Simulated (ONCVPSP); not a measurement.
**Cr (Z = 24): variants of one ONCV potential**

Base potential:

ONCVPSP 4.0.1 input, shortened (lines: element, Z, core and valence counts, functional; n l f; lmax; l rc ep ncon nbas qcut; lloc lpopt rc5 dvloc0; l nproj debl; icmod fcfact rcfact), LDA (Perdew-Zunger), scalar-relativistic:

```
  Cr 24.00    3    4        3      upf
    1    0    2.00
    2    0    2.00
    2    1    6.00
    3    0    2.00
    3    1    6.00
    3    2    5.00
    4    0    1.00
    2
    0    1.40    0.00    4    8    8.10
    1    1.20    0.00    4    8   10.40
    2    1.85    0.00    5   10    8.20
    4    4    1.20    0.00
    0    2    0.90
    1    1    0.60
    2    2    3.20
    3    5.50    1.50
```

All-electron outer shells of the reference configuration (LDA (Perdew-Zunger), scalar-relativistic, ld1.x):

```tsv
shell	level (eV)	outermost node (bohr)	outermost maximum (bohr)
2p	-560.31	–	0.20
3s	-73.56	0.36	0.78
3p	-45.35	0.33	0.80
4s	-4.20	1.12	2.74
3d	-3.13	–	0.84
```

Cutoffs, loose and tight: the cutoffs (Ha) at which the residual kinetic energy of the hardest occupied pseudo-wave falls to 1 and 0.1 mHa per electron. They do not see the model core or the augmentation charge, which bear on the density cutoff. Test errors are all-electron minus pseudo excitation energies from the reference, over the configurations 3s2 3p6 3d5 4s0; 3s2 3p6 3d4 4s0; 3s2 3p6 3d3 4s0; 3s1 3p6 3d5 4s1. A dash means not determined; rows that change the core or the reference have their own tests. The largest error is taken over the tests solved by every variant that gives reliable tests at all: 3s1 3p6 3d5 4s1; 3s2 3p6 3d4 4s0; 3s2 3p6 3d5 4s0.

```
      change    outcome  cutoff, loose  cutoff, tight  bound ghosts  GHOST(+) flags above zero  largest test error (meV)
        base  generated          28 Ha          32 Ha          none                       none                      -318
 p: qcut 7.5  generated          28 Ha          32 Ha          none                       none                      -321
 p: qcut 8.6  generated          28 Ha          32 Ha          none                       none                      -318
 p: qcut 9.5  generated          28 Ha          32 Ha          none                       none                      -318
p: qcut 10.7  generated          28 Ha          32 Ha          none                       none                      -318
p: qcut 11.8  generated          28 Ha          42 Ha          none                       none                      -321
p: qcut 15.2  generated          50 Ha          67 Ha          none                       none                      -324
```

(1) What comes out with this change to the base: p: qcut 13.3?

(2) What comes out with this change to the base: p: qcut 14.3?

(3) What comes out with this change to the base: p: qcut 6.1?

Results:

(1) outcome: generated; cutoff, loose: 28 Ha; cutoff, tight: 52 Ha; bound ghosts: none; GHOST(+) flags above zero: none; largest test error (meV): -321.

(2) outcome: generated; cutoff, loose: 38 Ha; cutoff, tight: 56 Ha; bound ghosts: none; GHOST(+) flags above zero: none; largest test error (meV): -321.

(3) outcome: generated; cutoff, loose: 64 Ha; cutoff, tight: 132 Ha; bound ghosts: none; GHOST(+) flags above zero: none; largest test error (meV): -327.

Reading the sweep of the qcut of the p channel (base included, trends over the rows without a ghost): The loose cutoff is not monotonic: lowest 28 Ha at 7.5 1/bohr, highest 64 Ha at 6.1 1/bohr.
